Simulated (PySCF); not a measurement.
An unknown is described by computed data only.

Formula: C3H8O2SSi2.

| Property | Result |
| --- | --- |
| UV, strongest line | among the 8 lowest singlet transitions: S5 at 5.48 eV (226 nm, f = 0.048) [TDDFT PBE0/def2-SVPD] |
| NMR, other nuclei | isotropic shieldings of nuclei other than C and H, by class: 256 (1 O), 271 (1 O), 377 (1 Si), 415 (1 Si), 674 (1 S) ppm [GIAO PBE0/pcSseg-1] |
| Dipole | 1.02 D [PBE0/def2-SVPD] |
| 1H NMR | chemical shifts (computed TMS as zero) by class: 7.18 (1 H), 5.42 (2 H), 4.77 (2 H), 3.80 (3 H) ppm [GIAO PBE0/pcSseg-1] |
| Triplet | lowest triplet excitation (Tamm–Dancoff): 3.62 eV [TDA PBE0/def2-SVPD] |
| Rotational structure | rotational constants A, B, C: 2.144, 0.908, 0.686 GHz [GFN2-xTB] |
| UV, first state | lowest singlet excitation: 3.79 eV (327 nm, f = 0.002) [TDDFT PBE0/def2-SVPD] |
| 13C NMR | chemical shifts (computed TMS as zero) by class: 143.1 (1 C), 138.9 (1 C), 56.7 (1 C) ppm [GIAO PBE0/pcSseg-1] |

The electronic properties come from PySCF, for the isolated species, density fitting. Levels stand in brackets. Isolated species at its GFN2-xTB geometry (one conformer only). Each NMR value is the plain mean over a class of atoms that symmetry, rotation or inversion makes alike.

Question: Propose a structure and show how it fits.

Answer: Numbering: `[CH3:1][O:2][C:3]1=[CH:4][O:5][SiH2:6][SiH2:7][S:8]1`. Its formula, C3H8O2SSi2, gives 2 degrees of unsaturation: 1 ring and 1 π bond in the structure found. 3 carbons fall into 3 classes; from least to most shielded: vinylic carbon bearing oxygen [C3] (143.1 ppm), vinylic carbon bearing oxygen [C4] (138.9 ppm), methoxy carbon [C1] (56.7 ppm). Hydrogen classes from least to most shielded: 1 H on a vinylic carbon bearing oxygen, C4 (7.18 ppm), 2 H on an oxygen-bound silicon, Si6 (5.42 ppm), 2 H on an SiH2 silicon, Si7 (4.77 ppm), 3 H on a methoxy carbon, C1 (3.80 ppm, a mean of values up to 1.4 ppm apart in this geometry). The other shieldings belong to: 256 ppm, ether oxygen [O2]; 271 ppm, silyl ether oxygen [O5]; 377 ppm, oxygen-bound silicon [Si6]; 415 ppm, SiH2 silicon [Si7]; 674 ppm, sulfur bonded to C and Si [S8]. S1 is mainly HOMO→LUMO (weight 0.99); the largest Löwdin shares of the orbital it empties are 0.24 on a vinylic carbon bearing oxygen, 0.20 on a vinylic carbon bearing oxygen, 0.17 on the sulfur bonded to C and Si and 0.14 on the ether oxygen, of the orbital it fills 0.31 on the SiH2 silicon, 0.26 on the oxygen-bound silicon, 0.12 on the sulfur bonded to C and Si and 0.06 on the silyl ether oxygen. The optimised geometry has point group C1 and is an asymmetric top. Structure: `COC1=CO[SiH2][SiH2]S1`. Computed isomers that give other values at the same levels: `C=C1CO[Si@]1(S)O[SiH3]` (13C chemical shifts (computed TMS as zero) by class: 169.0 (1 C), 127.0 (1 C), 70.4 (1 C) ppm); `CS[C@@H]1[SiH2]O[SiH2]C1=O` (13C chemical shifts (computed TMS as zero) by class: 211.5 (1 C), 45.6 (1 C), 20.4 (1 C) ppm). The assignments are read from this structure; whether some other isomer fits the data as well wasn't checked.

The values belong to the conformer `[CH3:1][O:2][C:3]1=[CH:4][O:5][SiH2:6][SiH2:7][S:8]1`: C1–O2–C3–C4 -146°.
